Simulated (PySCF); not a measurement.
## Structure elucidation problem

An unknown has the formula C₆H₆BF. Its calculated NMR data are:

$^{1}$H NMR (500 MHz, computed): δ 8.12 (dd, J = 9.2, 5.9 Hz, 2H), 7.19 (dd, J = 9.3, 9.2 Hz, 2H), 6.94 (br, 2H).

$^{13}$C{$^{1}$H} NMR (computed): δ 172.0 (C, d, J = 330.0 Hz), 149.8 (CH, d, J = 7.7 Hz), 139.3 (C), 117.3 (CH, d, J = 17.8 Hz).

How the numbers were obtained: coordinates at the PBE0-D3(BJ)/def2-SVP level, spin–spin couplings from B3LYP/pcJ-1 (spin–dipole term only in couplings to heteroatoms), NMR shieldings at B97-2/pcSseg-1/GIAO, in PySCF 2.14.0 with density-fitted response routines (rapidly exchanging positions averaged, isolated molecule, single conformer, non-relativistic Hamiltonian).

Referencing at the same level of theory: $^{1}$H (31.38 ppm), $^{13}$C (183.69 ppm) vs TMS.

Q: Propose a structure and justify it.

A: 
- 4 carbon signals for 6 carbons: some carbons are equivalent by symmetry or fast rotation.
- Carbon types of the structure: 2 × C, 4 × CH, leaving 2 H on heteroatoms.
- δC 172.0: aromatic carbon bearing fluorine; the electronegative substituent deshields the carbon that carries it.
- δC 149.8, 117.3: aromatic CH.
- δC 139.3: substituted aromatic carbon.
- δH 8.12, 7.19: hydrogen on an aromatic CH; ring-current deshielding.
- δH 6.94: hydrogen on a boron bonded to C.
- The protons at 8.12 and 7.19 share a coupling of 9.2 Hz (vicinal, an ortho-type coupling).

The compound is SMILES Bc1ccc(F)cc1.

The data come from this structure; uniqueness wasn't tested.

Hydrogens on boron are broadened and split by $^{11}$B (spin 3/2, 80 %) and 10B (spin 3). A carbon bonded to boron is broadened by the quadrupolar boron nucleus and is often missing from a measured spectrum. C–F couplings over four or more bonds (about 3 Hz to the para carbon of a fluoroarene) are left out. Common functionals overestimate the size of one-bond C–F couplings by tens of Hz; these are unscaled. Splittings below 1 Hz are ignored in the labels, and close J values are merged. Couplings among chemically equivalent protons are left out too, so labels in AA′BB′ or AA′XX′ sets are apparent multiplicities. Unscaled 3J(H,H) at this level run about 10 % above measured values. Shifts are as computed. Against solution values, carbons near 30 ppm lie about +1 ppm off and those near 130 ppm about +2 ppm. Of 1211 compounds with measured shifts, 218 miss one by over three times the rms of a fit or turn the order of signals round; such compounds aren't used in these exercises.
